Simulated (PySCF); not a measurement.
Parent: `[C-:1]#[N+:2][c:3]1[cH:4][cH:5][cH:6][o:7]1`, C5H3NO.

The calculation used PBE0-D3(BJ)/def2-SVP geometry optimisation, gas phase (PySCF). One conformer each, not checked by frequencies here.

```
coordinate of the parent    value
                   C1≡N2  1.179 Å
                   N2–C3  1.352 Å
                   C3–C4  1.368 Å
                   C4–C5  1.426 Å
                   C5–C6  1.364 Å
                   C6–O7  1.347 Å
                   C3–O7  1.348 Å
                C1–N2–C3   179.0°
                N2–C3–C4   131.9°
                N2–C3–O7   117.2°
                C4–C3–O7   111.0°
                C3–C4–C5   105.3°
                C4–C5–C6   106.1°
                C5–C6–O7   110.6°
                C3–O7–C6   107.0°
```

Task: How does the shared frame change in `[C-:1]#[N+:2][c:3]1[cH:4][cH:5][c:6]([Se:7][CH3:8])[o:9]1` with C5–C6–Se7–C8 0°, C6H5NOSe? Atoms pair as C1 = C1, N2 = N2, C3 = C3, C4 = C4, C5 = C5, C6 = C6, O7 = O9 (parent first).

Result: 
```csv
parent,relative,value in the relative,change
C1≡N2,C1≡N2,1.179 Å,0.000
N2–C3,N2–C3,1.350 Å,-0.002
C3–C4,C3–C4,1.366 Å,-0.002
C4–C5,C4–C5,1.426 Å,0.000
C5–C6,C5–C6,1.372 Å,+0.008
C6–O7,C6–O9,1.348 Å,+0.001
C3–O7,C3–O9,1.356 Å,+0.008
C1–N2–C3,C1–N2–C3,179.2°,+0.2
N2–C3–C4,N2–C3–C4,132.4°,+0.5
N2–C3–O7,N2–C3–O9,117.0°,-0.2
C4–C3–O7,C4–C3–O9,110.6°,-0.4
C3–C4–C5,C3–C4–C5,105.9°,+0.6
C4–C5–C6,C4–C5–C6,106.0°,-0.1
C5–C6–O7,C5–C6–O9,110.5°,-0.1
C3–O7–C6,C3–O9–C6,107.2°,+0.2
```

Of the parent's bonds, C5–C6 and C3–O7 change most and about equally (+0.008 Å). Bonds of the relative outside the shared frame: C6–Se7 1.879, Se7–C8 1.937 Å. Point group Cs → Cs.

Task: How does the shared frame change in `[C-:1]#[N+:2][c:3]1[cH:4][cH:5][c:6]([F:7])[o:8]1`, C5H2FNO? Atoms pair as C1 = C1, N2 = N2, C3 = C3, C4 = C4, C5 = C5, C6 = C6, O7 = O8 (parent first).

Result: 
```json
{"parent": "C1≡N2", "relative": "C1≡N2", "value in the relative": "1.180 Å", "change": "+0.001"}
{"parent": "N2–C3", "relative": "N2–C3", "value in the relative": "1.349 Å", "change": "-0.003"}
{"parent": "C3–C4", "relative": "C3–C4", "value in the relative": "1.366 Å", "change": "-0.002"}
{"parent": "C4–C5", "relative": "C4–C5", "value in the relative": "1.430 Å", "change": "+0.004"}
{"parent": "C5–C6", "relative": "C5–C6", "value in the relative": "1.360 Å", "change": "-0.004"}
{"parent": "C6–O7", "relative": "C6–O8", "value in the relative": "1.331 Å", "change": "-0.016"}
{"parent": "C3–O7", "relative": "C3–O8", "value in the relative": "1.362 Å", "change": "+0.014"}
{"parent": "C1–N2–C3", "relative": "C1–N2–C3", "value in the relative": "179.7°", "change": "+0.7"}
{"parent": "N2–C3–C4", "relative": "N2–C3–C4", "value in the relative": "132.6°", "change": "+0.7"}
{"parent": "N2–C3–O7", "relative": "N2–C3–O8", "value in the relative": "116.9°", "change": "-0.3"}
{"parent": "C4–C3–O7", "relative": "C4–C3–O8", "value in the relative": "110.5°", "change": "-0.5"}
{"parent": "C3–C4–C5", "relative": "C3–C4–C5", "value in the relative": "106.1°", "change": "+0.8"}
{"parent": "C4–C5–C6", "relative": "C4–C5–C6", "value in the relative": "104.6°", "change": "-1.5"}
{"parent": "C5–C6–O7", "relative": "C5–C6–O8", "value in the relative": "112.8°", "change": "+2.2"}
{"parent": "C3–O7–C6", "relative": "C3–O8–C6", "value in the relative": "106.0°", "change": "-1.0"}
```

Of the parent's bonds, C6–O7 changes most (-0.016 Å). Bonds of the relative outside the shared frame: C6–F7 1.299 Å. Point group Cs → Cs.
